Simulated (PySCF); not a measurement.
# Vertical excitation energies

Species: W(NEt)Br4, C2H5Br4NW (singlet state).
SMILES: `CC[N]=[W]([Br])([Br])([Br])[Br]`

Method used: TDDFT CAM-B3LYP/def2-SVPD, vertical, gas phase, core orbitals frozen in the response, def2 core potentials past Kr in PySCF 2.14.0, density-fitted response routines. Isolated species at its PBE0-D3(BJ)/def2-SVP geometry, gas phase. Spin–orbit coupling is left out.

Predict the UV-vis stick spectrum at this level.

```
state  E (eV)  λ (nm)       f  |μ| (D)  main configurations (H = HOMO, L = LUMO)
   S1    2.40   517.3  0.0001     0.09                                 H→L (98%)
   S2    2.55   486.1  0.0046     0.69                  H-1→L (75%), H-4→L (21%)
   S3    2.61   474.3  0.0066     0.82                  H-2→L (66%), H-5→L (32%)
   S4    2.78   446.1  0.0001     0.08                               H-3→L (91%)
   S5    2.94   421.3   0.056     2.23                  H-4→L (66%), H-1→L (21%)
   S6    2.96   418.4   0.057     2.24                  H-5→L (64%), H-2→L (29%)
   S7    3.81   325.7  0.0000     0.04                               H-6→L (99%)
   S8    4.14   299.2  0.0097     0.78                               H-7→L (88%)
   S9    4.16   298.3  0.0094     0.77                               H-8→L (88%)
  S10    4.32   287.1  0.0003     0.15                               H→L+1 (97%)
```

Triplets, Tamm–Dancoff:

```tsv
state	E (eV)	λ (nm)	main configurations (H = HOMO, L = LUMO)
T1	1.83	678.0	H→L (100%)
T2	2.36	524.5	H-1→L (98%)
T3	2.39	518.9	H-2→L (99%)
T4	2.57	482.2	H-4→L (90%)
```

The lowest singlet lies at 2.40 eV (517 nm, visible) and is dark (f under 0.0005); its leading configuration is HOMO→LUMO (98%). The largest oscillator strength of a single state is 0.057. For S1 the Löwdin share of tungsten is at most 1% in HOMO and 66% in LUMO (ligand-to-metal charge transfer by this measure). The listed states span 1.92 eV, and the widest gap between neighbours is 0.84 eV (S6 to S7). Weighted by f, the mean energy of these states is 3.09 eV. Of the 10 states listed, 2 reach f = 0.01 and 4 stay under 0.0005. 6 computed singlets (S1 to S6) lie in the visible range (380 to 750 nm), the largest f among them at 418 nm, f = 0.057; light of that wavelength is violet, and its complementary colour is yellow-green; a Tamm–Dancoff triplet lies at 678 nm, without intensity as long as spin–orbit coupling is left out. The vertical ionisation energy (ΔSCF) is 9.54 eV, 5.22 eV above S10. The window holds the lowest 10 singlets.
